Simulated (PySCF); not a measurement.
## UHF on Si⁺ (silicon, charge +1)

Configuration: [Ne] 3s2 3d1, 2D determinant (an excited configuration). Calculation: PySCF 2.14, in aug-cc-pwCVTZ (8s7p5d3f, 75 functions); no relativity, point nucleus.

| Item | Value |
| --- | --- |
| Total energy | -288.245673 hartree |
| One-electron energy | -393.7891 hartree |
| Hartree (Coulomb) energy | 125.4450 hartree |
| Exchange energy | -19.9015 hartree |
| Kinetic energy | 288.25319 hartree |
| ⟨S²⟩ | 0.7506 |
| ⟨L²⟩ | 6.003 |
| Sum of ⟨r⟩ | 12.71 bohr |
| Sum of ⟨r²⟩ | 31.90 bohr² |
| Traceless quadrupole moment −½Σ⟨3z² − r²⟩ along its main axis | 5.49 e·bohr² |
| Density at the nucleus (Gaussians lack the cusp) | 1740 bohr⁻³ |
| Spin density at the nucleus | -0.119 bohr⁻³ |
| Langevin diamagnetic susceptibility | -25.3 ×10⁻⁶ cm³/mol |

| shell | electrons | mean orbital energy (eV) | spread (eV) | rms radius, mean of both spins (bohr) |
| --- | --- | --- | --- | --- |
| 1s β | 1 | -1887.1 | 0 | 0.129 |
| 1s α | 1 | -1887.0 | 0 | 0.129 |
| 2s α | 1 | -181.46 | 0 | 0.613 |
| 2s β | 1 | -181.46 | 0 | 0.613 |
| 2p α | 3 | -129.63 | 0.035 | 0.599 |
| 2p β | 3 | -129.62 | 0.059 | 0.599 |
| 3s α | 1 | -25.163 | 0 | 2.17 |
| 3s β | 1 | -24.778 | 0 | 2.17 |
| 3d α | 1 | -6.881 | 0 | 4.42 |

The outer electron is Rydberg-like, and this basis confines it to a smaller radius and binds it less than a complete one would.

Spin-orbit constants ζ (cm⁻¹) from the X2C one-electron operator on these orbitals (non-relativistic here): bare nucleus, nucleus screened by l(l+1)(2l+1)/3 electrons, and screened by the Breit-Pauli mean field of the electrons.

```tsv
shell	bare	screened nucleus	mean field
2p	3832	3285	3035
3d	5.003	1.429	0.8267
```

To first order the Landé constant is A = 0.8267 cm⁻¹, so the lowest level has J = 3/2 and lies 0.000154 eV below the centre of the term.
